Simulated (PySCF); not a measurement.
An EPR job, as run on `[Ca][O]c1ccccc1` (calcium phenoxide) [radical].

Theory: UKS B3LYP, IGLO-III on C O, def2-TZVP with a decontracted core on Ca, pcH-1 on H, non-relativistic, mean-field spin-orbit, GIAO (PySCF 2.14.0).

Input of the driver that calls PySCF (job settings, then Cartesian coordinates in Å):

```
{"job": {"kind": "epr"}, "charge": 0, "multiplicity": 2}
Ca     4.8106     0.3860    -0.5573
O      2.8108     0.3380    -0.4252
C      1.4892     0.3058    -0.3259
C      0.7948    -0.9181    -0.3017
C     -0.5929    -0.9457    -0.1990
C     -1.3264     0.2384    -0.1168
C     -0.6462     1.4565    -0.1384
C      0.7412     1.4948    -0.2408
H      1.3707    -1.8449    -0.3654
H     -1.1101    -1.9091    -0.1828
H     -2.4152     0.2123    -0.0367
H     -1.2049     2.3944    -0.0747
H      1.2759     2.4478    -0.2578
```

The self-consistent field part of the output:

```
UKS, coarse grid
  cycle   1  E = -984.44812617  |g| = 7.70e-01
  cycle   2  E = -982.78136307  |g| = 1.90e+00
  cycle   3  E = -984.59339705  |g| = 3.12e-01
  cycle   4  E = -984.61774169  |g| = 2.22e-01
  cycle   5  E = -984.64285103  |g| = 5.66e-02
  cycle   6  E = -984.64443758  |g| = 2.20e-02
  cycle   7  E = -984.64469119  |g| = 5.63e-03
  cycle   8  E = -984.64470995  |g| = 1.28e-03
  cycle   9  E = -984.64471389  |g| = 5.19e-04
UKS, final grid
  cycle   1  E = -984.64472825  |g| = 5.86e-04
  cycle   2  E = -984.64472819  |g| = 8.23e-04
  cycle   3  E = -984.64472852  |g| = 1.10e-04
  cycle   4  E = -984.64472853  |g| = 1.00e-04
  cycle   5  E = -984.64472855  |g| = 3.87e-05
  cycle   6  E = -984.64472855  |g| = 3.20e-05
  cycle   7  E = -984.64472856  |g| = 1.54e-05
E = -984.64472856 Eh   <S^2> = 0.7501 (exact 0.7500)
```

Problem. What follows in the output?

Solution. 
```
g shifts (ppm)      1          2          3
  rmc           -66        -66        -66
  gc             13         12         12
  oz_so       -1548      -1542          0
  total       -1601      -1596        -54
hyperfine (MHz)  atom isotope    a_iso     a_fc   dipolar eigenvalues
    0  43Ca    -438.03    -438.22     -9.81      4.90      4.91
    1   17O     -26.84     -26.85     -1.82      0.85      0.97
    2   13C       0.28       0.28     -0.34     -0.20      0.54
    3   13C       0.53       0.53     -0.24     -0.09      0.33
    4   13C       0.19       0.19     -0.10     -0.05      0.16
    5   13C      -0.01      -0.01     -0.14     -0.01      0.15
    6   13C       0.19       0.19     -0.10     -0.05      0.16
    7   13C       0.53       0.53     -0.24     -0.09      0.33
    8    1H       0.52       0.52     -0.66     -0.53      1.18
    9    1H      -0.02      -0.02     -0.21     -0.21      0.42
   10    1H       0.13       0.13     -0.15     -0.12      0.27
   11    1H      -0.02      -0.02     -0.21     -0.21      0.42
   12    1H       0.52       0.52     -0.66     -0.53      1.19
```

The program numbers atoms from 0. The g shifts stand along the tensor's principal axes 1 to 3: rmc is the relativistic mass correction, gc the gauge correction, oz_so the orbital-Zeeman/spin–orbit term. a_fc is the Fermi-contact part of a_iso, which also holds a spin–orbit part where one was computed. The run used 366 basis functions and 16 SCF iterations in all.

Hardware: an Arm Neoverse V1 with one thread (shared host). Cost: 3.3 min wall (with the writing of density and orbital grids), 1.7 GiB resident at most.

Problem. Where does the spin sit (Mulliken spin populations, atoms from 0)?

Solution. 0 Ca +1.00, 2 C +0.01, 1 O -0.01. Over all atoms they add up to 1.

Isolated species at its PBE0-D3(BJ)/def2-SVP geometry, gas phase.
Labels such as C1 count atoms from 1, the log's own numbers from 0.
